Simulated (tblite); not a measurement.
C6H4NO3 (doublet state).
Cartesian coordinates in Å at the GFN2-xTB level; atoms count from 1:
```
atom  x, y, z in Å
C1     0.4521    2.4081   -0.7219
C2     0.5878    1.1683   -0.3262
C3     0.0383   -0.1386    0.0465
N4    -1.0294   -0.9485    0.2287
C5    -2.3286   -0.5474    0.0363
O6    -2.6681    0.5480   -0.3058
C7     1.3607    0.0128    0.0809
O8     2.5534   -0.6134    0.3440
C9     2.5101   -1.8560    0.7160
O10    1.6049   -2.6216    0.8924
H11   -0.5257    2.8131   -0.9090
H12    1.3021    3.0491   -0.8686
H13   -0.8289   -1.8984    0.5248
H14   -3.0294   -1.3759    0.2399
```

Method: GFN2-xTB as coded in tblite; computed harmonic values from a numerical Hessian at the method's own geometry, unscaled. This tight-binding method is rough: wavenumbers can miss measured ones by several per cent, in bad cases by 10 to 20. One conformer, not necessarily the lowest. Open shells enter through the occupations alone, without spin polarisation, and single modes of such species can be off by tens of per cent.

Harmonic wavenumbers (cm⁻¹): 35.9, 69.0, 70.2, 113.3, 147.9, 221.2, 238.2, 259.2, 329.8, 448.9, 467.3, 478.4, 617.7, 620.5, 663.5, 694.8, 770.1, 809.9, 849.0, 916.9, 1010.4, 1021.0, 1087.4, 1124.2, 1258.6, 1352.5, 1373.2, 1387.3, 1703.9, 1769.5, 1820.4, 2027.3, 2802.0, 3114.9, 3142.9, 3349.7.

A = 2093, B = 991.1, C = 672.6 MHz; mass 138.019 u (most abundant isotopes); point group Cs, symmetry number 1; spin multiplicity 2.

**Question.** Zero-point energy?

**Answer.** ½Σν̃ = 19083 cm⁻¹ = 228.29 kJ/mol.

**Question.** What is S at 298.15 K and 1 bar for an ideal gas of classical rigid rotors and harmonic oscillators?

**Answer.** Translation 170.31, rotation 124.78, vibration 130.98, spin (R ln 2) 5.76: S = 431.8 J/(mol K).

**Question.** And Cp and H(298.15 K) − H(0)?

**Answer.** Cp = 153.35 J/(mol K), of which vibrations give 120.09 (their classical limit is 36 R = 299.3); H(298.15 K) − H(0) = 29.44 kJ/mol without the zero-point energy, 19.53 from vibrations.

**Question.** What must be added to the electronic energy to get the Gibbs energy at 298.15 K and 1 bar?

**Answer.** ZPE + [H(298.15 K) − H(0)] − T·S = 228.29 + 29.44 − 128.75 = 128.98 kJ/mol.

**Question.** Which modes carry the vibrational entropy at 298.15 K?

**Answer.** 35.9 cm⁻¹: 22.90; 69.0 cm⁻¹: 17.50; 70.2 cm⁻¹: 17.35; 113.3 cm⁻¹: 13.44; 147.9 cm⁻¹: 11.29; 221.2 cm⁻¹: 8.16 J/(mol K); the other 30 give 40.34 together.

Hindered rotation and anharmonicity are outside this model. Other conformers, if any are populated, would add a mixing term that is left out.
